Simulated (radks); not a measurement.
Values are calculated unless marked as measured or tabulated.
Species: Bi XIX. Configuration: [Kr] 4d10 4f14 5s2 5p3.

Level of theory: Dirac Kohn-Sham, LDA (Slater exchange, Perdew-Wang correlation), spin-unpolarised, spherical densities, finite nucleus; open shells fill j = l - 1/2 first; Fermi nuclear charge, rms radius 5.5211 fm (a radial shooting solver on a logarithmic mesh with Libxc functionals).

Energy parts (eV):
total: -583650.90
kinetic: 682051.63
electron-nucleus: -1453413.84
Hartree: 197829.45
exchange-correlation: -10118.14

Orbitals (lengths in bohr, moments of r in powers of bohr; r(max) is where P^2 peaks):
| orbital | occ. | eigenvalue (eV) | <r> | <r^2> | <1/r> | r(max) |
|---|---|---|---|---|---|---|
| 1s1/2 | 2 | -90788.20 | 0.01581 | 0.0003469 | 103.1 | 0.009669 |
| 2s1/2 | 2 | -16631.38 | 0.06582 | 0.005194 | 25.56 | 0.05646 |
| 2p1/2 | 2 | -16008.79 | 0.05389 | 0.003644 | 25.53 | 0.04119 |
| 2p3/2 | 4 | -13691.08 | 0.06293 | 0.004823 | 20.24 | 0.04902 |
| 3s1/2 | 2 | -4311.645 | 0.1711 | 0.03362 | 9.373 | 0.1588 |
| 3p1/2 | 2 | -4027.876 | 0.1615 | 0.03048 | 9.293 | 0.1478 |
| 3p3/2 | 4 | -3508.323 | 0.1779 | 0.03678 | 7.905 | 0.1636 |
| 3d3/2 | 4 | -3038.992 | 0.1544 | 0.02797 | 7.810 | 0.1267 |
| 3d5/2 | 6 | -2928.589 | 0.1593 | 0.02967 | 7.504 | 0.1310 |
| 4s1/2 | 2 | -1285.504 | 0.3760 | 0.1597 | 4.002 | 0.3559 |
| 4p1/2 | 2 | -1161.509 | 0.3763 | 0.1612 | 3.897 | 0.3529 |
| 4p3/2 | 4 | -1032.077 | 0.4104 | 0.1913 | 3.417 | 0.3847 |
| 4d3/2 | 4 | -828.9842 | 0.4124 | 0.1961 | 3.231 | 0.3748 |
| 4d5/2 | 6 | -804.5947 | 0.4230 | 0.2060 | 3.125 | 0.3843 |
| 4f5/2 | 6 | -539.8430 | 0.4250 | 0.2130 | 2.824 | 0.3360 |
| 4f7/2 | 8 | -534.0701 | 0.4303 | 0.2181 | 2.785 | 0.3403 |
| 5s1/2 | 2 | -515.9241 | 0.7741 | 0.6671 | 1.817 | 0.7457 |
| 5p1/2 | 2 | -468.4186 | 0.8029 | 0.7196 | 1.732 | 0.7697 |
| 5p3/2 | 1 | -435.5850 | 0.8596 | 0.8240 | 1.581 | 0.8291 |

The highest occupied level is 5p3/2 at -435.59 eV. Summed over all electrons, <r^2> = 10.65 bohr^2, which gives a Langevin (diamagnetic) susceptibility term of -8.44 x 10^-6 cm^3/mol. The electron density at the nucleus is 2.958e+06 e/bohr^3.
